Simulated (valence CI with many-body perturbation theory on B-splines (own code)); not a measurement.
# Level structure of Ba XLI

Method: relativistic CI+MBPT: six valence electrons over a frozen Dirac-Fock core [Ne], a basis of 9 s, 9 p, 8 d, 6 f, 3 g, 1 h functions for each j, with the one-electron correlation potential Σ1 (screened to all orders), the two-electron term Σ2, the three-electron term Σ3, Breit, model QED; selected single and double excitations, second order for the rest, scaled by the run's own slope (own B-spline code, finite nucleus).

The last digits are not significant, and no measured levels were compared; by estimate large intervals hold to a few tenths of a per cent, small ones and those within an open d or f shell to about a per cent. Among the levels kept, up to 1100 cm⁻¹ of a level comes from second order outside the variational space, and about a tenth of that is noise between levels of different J, which matters for small intervals.

Levels 1 to 38 of 38, with energies above the lowest level, (3s^2 3p1/2^2 3p3/2^2) J=2. "Leading %" is the weight of the configuration and term that name the level; weights of strongly mixed levels are sums over their largest components and can fall short, and the name can then belong to a minority configuration. In the jj column 3d3/2^4 stands for four electrons in 3d with j = 3/2. Lifetimes count E1, E2, E3, M1 and M2 decay at the calculated energies, and are blank where another channel may lead or the interval is too uncertain; long ones can be off by a factor of two.

| No. | Configuration | Term | J | E (eV) | Leading % | Lifetime | Second component | Leading jj |
| --- | --- | --- | --- | --- | --- | --- | --- | --- |
| 1 | 3s2 3p4 | 3P | 2 | 0.00 | 70 |  | 28 % 3s2 3p4 1D | 3s^2 3p1/2^2 3p3/2^2 (98 %) |
| 2 | 3s2 3p4 | 1S | 0 | 13.40 | 59 | 139 ms | 39 % 3s2 3p4 3P | 3s^2 3p1/2^2 3p3/2^2 (98 %) |
| 3 | 3s2 3p4 | 3P | 1 | 90.34 | 98 | 127 ns |  | 3s^2 3p1/2 3p3/2^3 (98 %) |
| 4 | 3s2 3p4 | 1D | 2 | 97.52 | 70 | 248 ns | 28 % 3s2 3p4 3P | 3s^2 3p1/2 3p3/2^3 (98 %) |
| 5 | 3s2 3p3 3d | 3F° | 2 | 162.74 | 30 | 454 ps | 20 % 3s2 3p3 3d 3D° | 3s^2 3p1/2^2 3p3/2 3d3/2 (96 %) |
| 6 | 3s2 3p3 3d | 5D° | 1 | 166.78 | 30 | 319 ps | 26 % 3s2 3p3 3d 3P° | 3s^2 3p1/2^2 3p3/2 3d3/2 (93 %) |
| 7 | 3s2 3p3 3d | 3P° | 0 | 168.23 | 53 | 28.8 ns | 35 % 3s2 3p3 3d 5D° | 3s^2 3p1/2^2 3p3/2 3d3/2 (96 %) |
| 8 | 3s2 3p3 3d | 3F° | 3 | 168.29 | 28 | 41.9 ns | 21 % 3s2 3p3 3d 5D° | 3s^2 3p1/2^2 3p3/2 3d3/2 (90 %) |
| 9 | 3s 3p5 | 3P° | 2 | 184.85 | 20 | 230 ps | 20 % 3s2 3p3 3d 3P° | 3s^2 3p1/2^2 3p3/2 3d5/2 (76 %) |
| 10 | 3s2 3p3 3d | 3F° | 4 | 187.10 | 45 | 20.7 μs | 33 % 3s2 3p3 3d 5D° | 3s^2 3p1/2^2 3p3/2 3d5/2 (97 %) |
| 11 | 3s2 3p4 | 3P | 0 | 193.17 | 59 | 52.8 ns | 39 % 3s2 3p4 1S | 3s^2 3p3/2^4 (97 %) |
| 12 | 3s2 3p3 3d | 3D° | 3 | 204.13 | 29 | 7.46 ps | 19 % 3s2 3p3 3d 1F° | 3s^2 3p1/2^2 3p3/2 3d5/2 (82 %) |
| 13 | 3s2 3p3 3d | 3P° | 1 | 209.21 | 32 | 11.6 ps | 20 % 3s2 3p3 3d 3D° | 3s^2 3p1/2^2 3p3/2 3d5/2 (81 %) |
| 14 | 3s 3p5 | 3P° | 2 | 215.34 | 63 | 6.42 ps | 13 % 3s2 3p3 3d 5D° | 3s 3p1/2^2 3p3/2^3 (63 %) |
| 15 | 3s 3p5 | 3P° | 1 | 228.50 | 30 | 5.42 ps | 27 % 3s 3p5 1P° | 3s 3p1/2^2 3p3/2^3 (54 %) |
| 16 | 3s2 3p3 3d | 3F° | 2 | 247.44 | 45 | 202 ps | 27 % 3s2 3p3 3d 3D° | 3s^2 3p1/2 3p3/2^2 3d3/2 (96 %) |
| 17 | 3s2 3p3 3d | 5D° | 0 | 247.65 | 45 | 640 ps | 31 % 3s2 3p3 3d 1S° | 3s^2 3p1/2 3p3/2^2 3d3/2 (92 %) |
| 18 | 3s2 3p3 3d | 3D° | 1 | 248.38 | 51 | 24.8 ps | 30 % 3s2 3p3 3d 5D° | 3s^2 3p1/2 3p3/2^2 3d3/2 (89 %) |
| 19 | 3s2 3p3 3d | 3F° | 3 | 252.65 | 39 | 149 ps | 25 % 3s2 3p3 3d 3G° | 3s^2 3p1/2 3p3/2^2 3d3/2 (92 %) |
| 20 | 3s2 3p3 3d | 3G° | 4 | 259.73 | 52 | 899 ns | 30 % 3s2 3p3 3d 1G° | 3s^2 3p1/2 3p3/2^2 3d3/2 (96 %) |
| 21 | 3s2 3p3 3d | 3F° | 2 | 267.82 | 56 | 17.5 ps | 26 % 3s2 3p3 3d 1D° | 3s^2 3p1/2 3p3/2^2 3d3/2 (90 %) |
| 22 | 3s2 3p3 3d | 3D° | 3 | 268.06 | 58 | 65.2 ps | 28 % 3s2 3p3 3d 5D° | 3s^2 3p1/2 3p3/2^2 3d5/2 (95 %) |
| 23 | 3s2 3p3 3d | 5D° | 4 | 269.83 | 48 | 170 ns | 20 % 3s2 3p3 3d 1G° | 3s^2 3p1/2 3p3/2^2 3d5/2 (96 %) |
| 24 | 3s2 3p3 3d | 3D° | 1 | 274.92 | 36 | 67.6 ps | 31 % 3s2 3p3 3d 1P° | 3s^2 3p1/2 3p3/2^2 3d5/2 (84 %) |
| 25 | 3s2 3p3 3d | 3P° | 0 | 274.97 | 41 | 49.0 ns | 36 % 3s2 3p3 3d 1S° | 3s^2 3p1/2 3p3/2^2 3d5/2 (76 %) |
| 26 | 3s2 3p3 3d | 3F° | 4 | 278.04 | 69 | 875 ns | 28 % 3s2 3p3 3d 1G° | 3s^2 3p1/2 3p3/2^2 3d5/2 (96 %) |
| 27 | 3s2 3p3 3d | 3D° | 3 | 280.66 | 53 | 1.51 ps | 19 % 3s2 3p3 3d 3F° | 3s^2 3p1/2 3p3/2^2 3d3/2 (84 %) |
| 28 | 3s2 3p3 3d | 3G° | 5 | 280.70 | 99 | 811 ns |  | 3s^2 3p1/2 3p3/2^2 3d5/2 (99 %) |
| 29 | 3s2 3p3 3d | 3P° | 2 | 282.48 | 38 | 1.26 ps | 16 % 3s2 3p3 3d 3D° | 3s^2 3p1/2 3p3/2^2 3d3/2 (78 %) |
| 30 | 3s2 3p3 3d | 3S° | 1 | 284.13 | 49 | 1.23 ps | 25 % 3s2 3p3 3d 3P° | 3s^2 3p1/2 3p3/2^2 3d3/2 (75 %) |
| 31 | 3s2 3p3 3d | 3D° | 2 | 292.95 | 52 | 123 ps | 23 % 3s2 3p3 3d 3P° | 3s^2 3p1/2 3p3/2^2 3d5/2 (96 %) |
| 32 | 3s2 3p3 3d | 3D° | 1 | 294.33 | 29 | 1.16 ps | 26 % 3s2 3p3 3d 1P° | 3s^2 3p1/2 3p3/2^2 3d3/2 (63 %) |
| 33 | 3s2 3p3 3d | 3F° | 3 | 298.08 | 36 | 427 ps | 32 % 3s2 3p3 3d 1F° | 3s^2 3p1/2 3p3/2^2 3d5/2 (98 %) |
| 34 | 3s2 3p3 3d | 3D° | 2 | 300.33 | 41 | 5.08 ps | 17 % 3s2 3p3 3d 3F° | 3s^2 3p1/2 3p3/2^2 3d5/2 (84 %) |
| 35 | 3s2 3p3 3d | 1P° | 1 | 304.67 | 32 | 2.60 ps | 31 % 3s2 3p3 3d 3D° | 3s^2 3p1/2 3p3/2^2 3d5/2 (59 %) |
| 36 | 3s2 3p3 3d | 1F° | 3 | 305.62 | 47 | 4.83 ps | 17 % 3s2 3p3 3d 3F° | 3s^2 3p1/2 3p3/2^2 3d5/2 (79 %) |
| 37 | 3s 3p5 | 3P° | 0 | 310.99 | 55 | 4.56 ps | 16 % 3s2 3p3 3d 1S° | 3s 3p1/2 3p3/2^4 (55 %) |
| 38 | 3s2 3p3 3d | 1D° | 2 | 312.03 | 40 | 2.25 ps | 32 % 3s2 3p3 3d 3P° | 3s^2 3p1/2 3p3/2^2 3d5/2 (86 %) |

The ionisation energy to 3s2 3p3 2P°_3/2 of the next ion comes out as 2996.1 eV (NIST: 2994 ± 4 eV (theoretical)). All 38 levels together are meant to be complete up to 317.83 eV.
